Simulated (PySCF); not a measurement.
C2H5B, SMILES C(B)=C. Atoms are numbered in the order given.

```xyz
8

B     -0.2060    -1.3471     0.0000
H     -1.3991    -1.3933     0.0000
H      0.4169    -2.3638     0.0000
C      0.4841     0.0240     0.0000
C     -0.2293     1.1597     0.0000
H      1.5681     0.1114     0.0000
H      0.2286     2.1440     0.0000
H     -1.3138     1.1344     0.0000
```
Charge 0, spin multiplicity 1.

Geometry: B3LYP-D3(BJ)/def2-TZVP.

These are TDA-ωB97X/def2-SVPD run with PySCF values and carry that method's errors.

Vertical excitations. Isolated molecule, no solvent. State labels are in the subgroup Cs.

**Question.** Give excitation energies, oscillator strengths and character. (An estimate is asked for; the answer gives what the named calculation found.)

**Answer.** 
```tsv
state	symmetry	energy (eV)	λ (nm)	f	main pairs
S1	A"	5.59	222	0.001	HOMO−1→LUMO 88 %
S2	A"	5.69	218	0.001	HOMO−2→LUMO 87 %
S3	A'	6.54	189	0.429	HOMO→LUMO 94 %
S4	A"	7.76	160	0.004	HOMO−3→LUMO 86 %
S5	A"	8.62	144	0.107	HOMO→LUMO+1 59 %, HOMO→LUMO+2 28 %
S6	A"	8.77	141	0.021	HOMO−2→LUMO+3 58 %, HOMO−4→LUMO 28 %
S7	A"	9.27	134	0.000	HOMO−1→LUMO+3 75 %
S8	A'	9.29	133	0.110	HOMO→LUMO+3 81 %
S9	A"	9.53	130	0.001	HOMO→LUMO+4 80 %
S10	A'	9.60	129	0.239	HOMO−1→LUMO+1 64 %, HOMO−2→LUMO+1 16 %, HOMO→LUMO+3 10 %
T1	A'	3.74	332	0	HOMO→LUMO 90 %
T2	A"	5.11	243	0	HOMO−2→LUMO 67 %, HOMO−1→LUMO 29 %
T3	A"	5.16	240	0	HOMO−1→LUMO 64 %, HOMO−2→LUMO 28 %
T4	A"	7.21	172	0	HOMO−3→LUMO 81 %
```
Triplets are in the Tamm–Dancoff approximation.
